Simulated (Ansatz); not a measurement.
```yaml
atoms:
  - { symbol: Fe, position_ang: [0.0000, 0.0000, 0.0000] }
  - { symbol: S, position_ang: [0.0000, 0.0000, 2.0200] }
```

Basis set: pcseg-2 (spherical functions). Charge 0, multiplicity 5.

Computed with Ansatz (development build ahead of 0.2.0); each method stands on the lowest determinant of its kind that the runs found.

The atomization energy at this shape (free ground-state atoms in the same class of orbitals less the molecule, no zero-point energy) of quintet FeS:

```tsv
method	atomization energy
UHF	0.78 eV
ROHF	0.42 eV
```

Question: What does PBE (unrestricted) give?

Answer: 4.24 eV. Caution: another spin multiplicity may lie lower. Caution for UHF: the unrestricted determinant is a mixture of spin states. Caution for ROHF: an unrestricted determinant lies well below.

The shape needn't be a minimum at these levels.
